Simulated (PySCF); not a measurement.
NaF, SMILES [F][Na]. Geometry: B3LYP-D3(BJ)/def2-TZVPD.

The numbers are results of B3LYP-D3(BJ)/def2-TZVPD (PySCF 2.14.0), not measurements.

Harmonic wavenumbers (cm⁻¹): 528. Rotational constants (GHz): 12.97 (linear); symmetry number 1.

Question: Work out the zero-point energy and the ideal-gas rigid-rotor harmonic-oscillator thermochemistry at 298.15 K and 1 atm.

Answer: ZPE = ½ Σ hcν = ½ × 528 cm⁻¹ = 0.76 kcal/mol. H − E(el) = 2.96 kcal/mol. Entropy in cal/(mol K): translation 37.13, rotation 14.25, vibration 0.59, total 51.97. G − E(el) = -12.54 kcal/mol. Cp = 8.14 cal/(mol K).
